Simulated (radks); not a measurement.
Species: Cl+. Configuration: [He] 2s2 2p5 3s2 3p5 (not the ground configuration). All-electron calculation, scalar-relativistic Kohn-Sham, PBE, spin-polarised, spherical densities, finite nucleus; open shells are filled with parallel spins first; Fermi nuclear charge, rms radius 3.3654 fm. Program: a radial shooting solver on a logarithmic mesh with Libxc functionals.

Normalised radial functions P(r) = r R(r), r in bohr:

```
   r/bohr * 3s up, o 3p down (the largest magnitude, 0.934, reaches the edge; | marks zero, & curves that meet)
 0.006078                             o *
 0.007665                             o  *
 0.009744                             o  *
  0.01239                             o   *
  0.01575                             o    *
  0.02002                             |o    *
  0.02545                             |o    *
  0.03235                             |o     *
  0.04113                             | o    *
  0.05186                             |  o   *
  0.06593                             |   o  *
  0.08382                             |    &
   0.1066                             | *    o
   0.1355                           * |        o
   0.1722                      *      |          o
   0.2189                  *          |           o
   0.2783               *             |          o
   0.3509                *            |        o
   0.4461                      *      |   o
   0.5672                         o   | *
    0.721                 o           |            *
   0.9166         o                   |                      *
    1.165     o                       |                          *
    1.481     o                       |                        *
    1.883         o                   |                 *
    2.375               o             |          *
    3.019                     o       |    *
    3.838                          o  | *
    4.879                            o*
```

3s up: eigenvalue -35.847 eV, 2 radial nodes at r = 0.120, 0.539 bohr, <r> = 1.41 bohr, 90 % of the charge inside 2.11 bohr. 3p down: eigenvalue -21.161 eV, 1 radial node at r = 0.509 bohr, <r> = 1.60 bohr, 90 % of the charge inside 2.48 bohr.
